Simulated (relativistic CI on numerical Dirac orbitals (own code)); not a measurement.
**Electric-dipole lines of Cr¹⁰⁺**

Calculated at this level of theory: Dirac-Coulomb-Breit CI, KLI orbitals optimised for each configuration, model QED (radiative potential, 1s self-energy scaled to tabulated hydrogen-like ionisation energies), unscaled Slater integrals (own radial code, finite nucleus).

CI space (outside the closed core [Ne]): 3s²3p², 3s3p³, 3s²3p3d, 3p⁴, 3s3p²3d, 3p³3d, 3s3p3d², 3s²3p4s, 3s²3p4p, 3s²3d4p, 3p³4s, 3p³4p, 3s3p3d4s, 3s²3p4d, 3s3p²4s, 3s²3p4f, 3s3p²4p, 3s3p²4d, 3p²3d4p, 3s²3p5s, 3s²3p5p, 3s3p²4f, 3s²4s4p, 3s²3p5d, 3s²3p5f, 3s²3p5g, 3s3p4s², 3s²3p6s, 3s3p²5s, 3s²3d², 3s3d³, 3p²3d², 3p3d³, 3p3d²4s, 3p3d²4p, 3p3d²4d, 3s²3d4s, 3s3d²4s, 3s3p3d4p, 3s3d²4p, 3s3d4s4p, 3s3d4p², 3s3d4p4d, 3p²3d4s, 3p3d4s², 3p3d4s4p, 3p3d4s4d, 3s²4s², 3s3d4s², 3s²4p². Double excitations out of closed p, d and f shells are left out; levels of such configurations are missing from the list, as are those of other unlisted configurations, and high levels can miss mixing partners. These lack a partner that the ground configuration has and come out too high: 3s3p²4d, 3s3p²4f, 3s3p²5s, 3s²3p4f, 3s²3p5s.

```csv
λ vac (nm),Lower,Upper,A (s⁻¹),E lower (eV),E upper (eV)
8.0385,3s²3p² ³P2 [3],3s²3p4d ³D°3 [278],1.46e+11,1.477,155.715
8.0879,3s²3p² ¹D2 [4],3s²3p4d ¹F°3 [293],2.17e+11,4.796,158.092
10.277,3s²3p3d ³F°4 [18],3s²3p4f ³G5 [362],2.04e+11,47.403,168.043
10.338,3s²3p3d ³F°4 [18],3p²3d² ³G5 [353],1.48e+11,47.403,167.333
10.346,3s²3p3d ³F°2 [15],3s²3p4f ³G3 [341],1.83e+11,46.100,165.938
10.362,3s²3p3d ³F°3 [16],3s²3p4f ³G4 [344],1.51e+11,46.633,166.291
11.317,3s²3p3d ¹F°3 [26],3s²3p4f ¹G4 [385],2.90e+11,60.682,170.238
19.757,3s3p³ ¹D°2 [13],3s3p²3d ¹F3 [87],4.15e+10,38.216,100.970
22.185,3s²3p² ¹D2 [4],3s²3p3d ¹F°3 [26],6.49e+10,4.796,60.682
22.316,3s3p³ ³D°3 [9],3s3p²3d ³F4 [64],4.49e+10,30.194,85.752
22.513,3s3p³ ³D°2 [8],3s3p²3d ³F3 [61],2.98e+10,30.018,85.090
22.826,3s²3p² ³P1 [2],3s²3p3d ³D°2 [24],2.99e+10,0.671,54.987
22.929,3s²3p² ³P1 [2],3s²3p3d ³D°1 [23],3.59e+10,0.671,54.744
23.072,3s3p³ ⁵S°2 [6],3s3p²3d ⁵P1 [48],5.25e+10,21.600,75.337
23.144,3s²3p² ³P2 [3],3s²3p3d ³D°3 [25],6.00e+10,1.477,55.049
23.152,3s3p³ ⁵S°2 [6],3s3p²3d ⁵P2 [47],5.17e+10,21.600,75.152
23.161,3s²3p² ³P0 [1],3s²3p3d ³P°1 [20],3.21e+10,0.000,53.532
23.171,3s²3p² ³P2 [3],3s²3p3d ³D°2 [24],2.90e+10,1.477,54.987
23.284,3s3p³ ⁵S°2 [6],3s3p²3d ⁵P3 [45],5.10e+10,21.600,74.849
23.480,3s3p²3d ⁵F5 [36],3s3p3d² ⁵F°5 [143],4.06e+10,68.422,121.225
23.544,3s3p³ ³S°1 [14],3s3p²3d ³P2 [84],5.89e+10,45.126,97.787
23.582,3s²3p² ¹S0 [5],3s²3p3d ¹P°1 [27],5.19e+10,9.752,62.328
24.080,3s3p³ ³D°3 [9],3s3p²3d ³D3 [57],3.13e+10,30.194,81.682
25.271,3s²3p² ¹D2 [4],3s²3p3d ¹D°2 [21],3.86e+10,4.796,53.859
25.416,3s²3p3d ³D°3 [25],3s²3d² ³F4 [90],4.80e+10,55.049,103.831
25.417,3s²3p3d ³D°2 [24],3s²3d² ³F3 [89],3.88e+10,54.987,103.767
26.713,3s²3p3d ¹F°3 [26],3s²3d² ¹G4 [99],4.67e+10,60.682,107.095
28.405,3s²3p² ³P2 [3],3s3p³ ³S°1 [14],2.92e+10,1.477,45.126
28.995,3s²3p3d ³F°4 [18],3s3p²3d ³F4 [76],2.10e+10,47.403,90.164
29.223,3s²3p² ¹D2 [4],3s3p³ ¹P°1 [17],2.56e+10,4.796,47.223
```

Terms are leading LS components. Brackets give the number of a level in order of energy, since labels repeat. The list gives strong lines, with weight on those to low levels, without lines whose two gauges differ by over a factor of 2.5, among the lowest 400 of 2710 levels, so that lines to higher ones, which can be the strongest, are missing. Levels whose partners in the same complex of configurations lie outside the list can be far off, and so can their lines. Rates are taken at the computed energies, electric ones in the length gauge.

At this charge energies of transitions that change n are usually good to better than 1 %, and those within a shell (Δn = 0) to a few per cent.

Question: From the table, what is the radiative lifetime of 3s²3p3d ³D°2?

Answer: The listed rates from this level add up to about 5.89e+10 s⁻¹, 97 % of its decay; with all channels τ = 1.65e-11 s.

LS names give the leading component of a level, which can be under half, so a name can repeat, a term be missing and a line seem to break the LS rules.
